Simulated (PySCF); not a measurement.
**Circular dichroism: `C[C@H]1[C@H](F)[C@H]1[Si@H](C)Cl`, C$_{5}$H$_{10}$ClFSi**

Geometry (Å), atoms numbered from 1 in this order:
```xyz
18

C    -1.2217   -0.6912    1.3711
C    -1.1009   -1.0074   -0.0971
C    -1.5927   -0.0445   -1.1196
F    -2.2391   -0.5340   -2.2190
C    -0.1180   -0.2920   -1.0034
Si    1.0837    1.0677   -0.4740
C     2.3396    0.4068    0.7872
Cl    0.0708    2.6229    0.3502
H    -2.1977   -1.0036    1.7390
H    -1.1104    0.3741    1.5510
H    -0.4586   -1.2241    1.9351
H    -1.2649   -2.0542   -0.3296
H    -2.0213    0.9066   -0.8310
H     0.2711   -0.9213   -1.7963
H     1.7410    1.5845   -1.6771
H     2.8582   -0.4656    0.4026
H     3.0882    1.1591    1.0187
H     1.8641    0.1225    1.7222
```

Computed with TDDFT CAM-B3LYP/def2-SVPD circular dichroism and optical rotation, one conformer, gas phase (PySCF 2.14.0). Geometry: GFN2-xTB.

The molecule is flexible and this is one conformer; a measurement averages over conformers.

Assign R or S to each stereocentre.

C2 S, C3 S, C5 S, Si6 S.

List the lowest 16 singlet excitations with oscillator and rotatory strengths.

Rotatory strengths R in 10⁻⁴⁰ esu² cm², velocity form and length form (origin at the centre of mass); f in length form.
```csv
state,E (eV),λ (nm),f,R (velocity),R (length),main
1,7.57,164,0.006,+7.0,+7.2,"HOMO→LUMO+1 0.45, HOMO→LUMO 0.36"
2,7.73,160,0.002,-16.3,-15.3,"HOMO→LUMO+1 0.34, HOMO→LUMO 0.29"
3,7.89,157,0.019,-61.9,-61.7,HOMO−1→LUMO+1 0.70
4,8.06,154,0.029,+56.3,+54.4,"HOMO−1→LUMO 0.67, HOMO−1→LUMO+4 0.10"
5,8.12,153,0.008,+40.5,+39.0,"HOMO→LUMO+4 0.35, HOMO−2→LUMO+1 0.16"
6,8.25,150,0.024,-58.6,-57.0,"HOMO→LUMO+2 0.52, HOMO→LUMO+3 0.12"
7,8.44,147,0.077,-20.5,-20.8,"HOMO−2→LUMO+1 0.25, HOMO−2→LUMO 0.23"
8,8.47,146,0.023,+76.3,+75.9,"HOMO−1→LUMO+2 0.20, HOMO−1→LUMO+3 0.18"
9,8.52,146,0.002,+0.5,+0.3,"HOMO−3→LUMO+1 0.23, HOMO−2→LUMO+1 0.10"
10,8.59,144,0.019,-3.8,-4.5,"HOMO−1→LUMO+2 0.41, HOMO−1→LUMO+4 0.15"
11,8.68,143,0.011,-4.7,-4.9,"HOMO→LUMO+4 0.25, HOMO→LUMO+6 0.17"
12,8.72,142,0.035,-1.7,+0.1,"HOMO→LUMO+6 0.40, HOMO−3→LUMO+1 0.12"
13,8.90,139,0.044,-9.4,-10.2,"HOMO−1→LUMO+4 0.26, HOMO−3→LUMO 0.21"
14,8.92,139,0.005,+22.8,+23.9,"HOMO−2→LUMO 0.46, HOMO→LUMO+3 0.17"
15,8.97,138,0.027,+10.0,+9.9,"HOMO→LUMO+5 0.69, HOMO−2→LUMO+2 0.09"
16,9.13,136,0.027,-5.9,-7.2,"HOMO−2→LUMO+2 0.22, HOMO−3→LUMO+2 0.21"
```

For state 12 the two forms differ in sign, so the sign of R isn't settled.

Among the states computed, the strongest CD band (largest |R|) is state 8. The largest dissymmetry factor in size, g = 4R/(D+G), with D and G the electric and magnetic dipole strengths, is -0.096 for state 2 (velocity form, f = 0.002), among bands with |R| over 0.5. The mirror image has the same energies and oscillator strengths and all R with the opposite sign.
